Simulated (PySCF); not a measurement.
## Calculated data, BH3NOSi, BFH4NSi, AlH4N2Si, H4NOSi2

All values are calculated (PySCF 2.14.0). Calculation on a computer-drawn molecule: optimised geometry and harmonic frequencies of an isolated molecule of the commonest isotopes, restricted reference for singlets and unrestricted otherwise, frozen core in MP2.

Common to all runs: charge 1; multiplicity 1; basis cc-pV(D+d)Z.

(1) BH3NOSi

Start structure:
```xyz
7
BH3NOSi
N     -0.5758     2.0576     1.3531
Si    -0.3971     0.4546     1.5670
B      0.4748    -0.5907     0.1124
O      0.9899    -1.1936    -0.7519
H     -0.2751     2.5617     0.5328
H     -1.0052     2.6640     2.0357
H     -0.8795    -0.1422     2.8045
```

It was run with method MP2.

Results for BH3NOSi: rotational constants 22.51, 2.827, 2.511 GHz; total energy -444.9922 hartree; convergence status largest gradient component 8.867e-06 hartree/bohr.

Drawn bonds:
| atom | other atom | order |
| --- | --- | --- |
| 1 | 2 | 1 |
| 2 | 3 | 1 |
| 3 | 4 | 2 |
| 1 | 5 | 1 |
| 1 | 6 | 1 |
| 2 | 7 | 1 |

Optimised structure:
```xyz
7
BH3NOSi
N     -0.5775     2.0636     1.3546
Si    -0.3925     0.4374     1.5634
B      0.4711    -0.5897     0.1199
O      1.0054    -1.2136    -0.7774
H     -0.2719     2.5748     0.5214
H     -1.0153     2.6708     2.0543
H     -0.8874    -0.1319     2.8174
```

Modes:
| frequency (cm⁻¹) | reduced mass (dalton) |
| --- | --- |
| 134 | 4.698 |
| 233.3 | 3.392 |
| 356.1 | 5.761 |
| 469.6 | 1.684 |
| 537.8 | 8.01 |
| 649.5 | 1.177 |
| 709.1 | 1.069 |
| 718.2 | 1.126 |
| 906.6 | 1.292 |
| 1025 | 5.74 |
| 1553 | 1.134 |
| 1927 | 12.34 |
| 2404 | 1.045 |
| 3527 | 1.052 |
| 3634 | 1.099 |

(2) BFH4NSi

Start structure:
```xyz
8
BFH4NSi
N     -3.0904    -1.1113    -0.7950
Si    -2.2702     0.3216    -0.8555
B     -1.3285     0.9758     0.7813
F     -0.7575     2.1115     0.6927
H     -3.6196    -1.4850    -1.6169
H     -3.1895    -1.6789    -0.0247
H     -2.3428     0.8941    -2.2577
H     -1.3535     0.4774     1.8115
```

Settings of this run: method HF.

The calculation gives: rotational constants 24.51, 2.595, 2.347 GHz; total energy -469.6459 hartree; convergence status largest gradient component 3.054e-05 hartree/bohr.

Drawn bonds:
| atom | other atom | order |
| --- | --- | --- |
| 1 | 2 | 1 |
| 2 | 3 | 1 |
| 3 | 4 | 1 |
| 1 | 5 | 1 |
| 1 | 6 | 1 |
| 2 | 7 | 1 |
| 3 | 8 | 1 |

Optimised structure:
```xyz
8
BFH4NSi
N     -3.1178    -1.1163    -0.8274
Si    -2.2936     0.2969    -0.8962
B     -1.3357     1.0181     0.8052
F     -0.7213     2.1522     0.6445
H     -3.6034    -1.5218    -1.6116
H     -3.2005    -1.6837     0.0004
H     -2.3171     0.9380    -2.2107
H     -1.3625     0.4218     1.8315
```

Modes:
| frequency (cm⁻¹) | reduced mass (dalton) |
| --- | --- |
| 50.27 | 3.601 |
| 152.8 | 3.719 |
| 308.7 | 7.536 |
| 410.6 | 1.189 |
| 622.6 | 3.186 |
| 701.9 | 1.178 |
| 722.9 | 1.102 |
| 761.8 | 1.178 |
| 843.9 | 1.564 |
| 965.4 | 1.323 |
| 1059 | 3.951 |
| 1142 | 1.339 |
| 1390 | 7.7 |
| 1688 | 1.133 |
| 2434 | 1.045 |
| 2837 | 1.098 |
| 3731 | 1.052 |
| 3825 | 1.098 |

(3) AlH4N2Si

Start structure:
```xyz
8
AlH4N2Si
N      0.8368     0.3352    -0.5790
Si    -0.7078     0.9741    -0.7533
N     -1.7807     1.0392     0.5017
Al    -3.1263     1.3598     1.5269
H      1.1997    -0.0148     0.3839
H      1.5502     0.2592    -1.2715
H     -0.9473     1.3212    -2.1091
H     -4.4130     1.5596     2.2981
```

Settings of this run: method HF.

The calculation gives: rotational constants 27.24, 1.93, 1.802 GHz; total energy -641.9149 hartree; convergence status largest gradient component 3.284e-05 hartree/bohr.

Drawn bonds:
| atom | other atom | order |
| --- | --- | --- |
| 1 | 2 | 1 |
| 2 | 3 | 1 |
| 3 | 4 | 2 |
| 1 | 5 | 1 |
| 1 | 6 | 1 |
| 2 | 7 | 1 |
| 4 | 8 | 1 |

Optimised structure:
```xyz
8
AlH4N2Si
N      0.7992     0.3389    -0.4871
Si    -0.7085     0.9480    -0.7486
N     -1.8339     1.1024     0.3712
Al    -3.0974     1.3203     1.4170
H      1.1335     0.0138     0.4015
H      1.4849     0.2555    -1.2160
H     -0.9012     1.3364    -2.1409
H     -4.2651     1.5181     2.4005
```

Modes:
| frequency (cm⁻¹) | reduced mass (dalton) |
| --- | --- |
| 103 | 4.342 |
| 138.3 | 3.68 |
| 322.8 | 3.69 |
| 469.1 | 1.193 |
| 469.9 | 1.158 |
| 490.5 | 1.236 |
| 565.9 | 1.331 |
| 640 | 6.118 |
| 691.3 | 1.16 |
| 811.2 | 1.254 |
| 984.4 | 1.466 |
| 1053 | 3.291 |
| 1436 | 13.47 |
| 1678 | 1.137 |
| 2174 | 1.052 |
| 2449 | 1.044 |
| 3767 | 1.051 |
| 3868 | 1.098 |

(4) H4NOSi2

Start structure:
```xyz
8
H4NOSi2
N     -1.0712    -0.3219     2.3318
Si    -1.2521    -0.0949     0.6167
Si     0.1992     1.1954    -0.5586
O     -0.2306     2.6474    -0.7120
H     -1.7295    -0.8126     2.9486
H     -0.2827     0.1412     2.8587
H     -2.5278    -0.8388     0.2783
H      1.3808     0.4524    -0.8757
```

Settings of this run: method HF.

The calculation gives: rotational constants 16.4, 2.095, 1.858 GHz; total energy -709.2569 hartree; convergence status largest gradient component 1.978e-06 hartree/bohr.

Drawn bonds:
| atom | other atom | order |
| --- | --- | --- |
| 1 | 2 | 1 |
| 2 | 3 | 1 |
| 3 | 4 | 2 |
| 1 | 5 | 1 |
| 1 | 6 | 1 |
| 2 | 7 | 1 |
| 3 | 8 | 1 |

Optimised structure:
```xyz
8
H4NOSi2
N     -1.0069    -0.5232     2.3324
Si    -1.3231     0.1523     0.8731
Si     0.2464     1.2239    -0.5607
O     -0.5411     1.6583    -1.7477
H     -1.7114    -0.9664     2.9018
H     -0.1011    -0.5499     2.7703
H     -2.7208     0.0614     0.4567
H      1.6441     1.3118    -0.1381
```

Modes:
| frequency (cm⁻¹) | reduced mass (dalton) |
| --- | --- |
| 28.64 | 4.358 |
| 121.2 | 4.753 |
| 224.1 | 6.387 |
| 393.3 | 1.178 |
| 460.9 | 6.906 |
| 579.9 | 1.295 |
| 696.8 | 1.184 |
| 723.4 | 1.094 |
| 731.8 | 1.073 |
| 833.6 | 1.122 |
| 962.2 | 1.301 |
| 1061 | 5.365 |
| 1340 | 15.21 |
| 1687 | 1.132 |
| 2424 | 1.049 |
| 2439 | 1.044 |
| 3728 | 1.053 |
| 3824 | 1.098 |
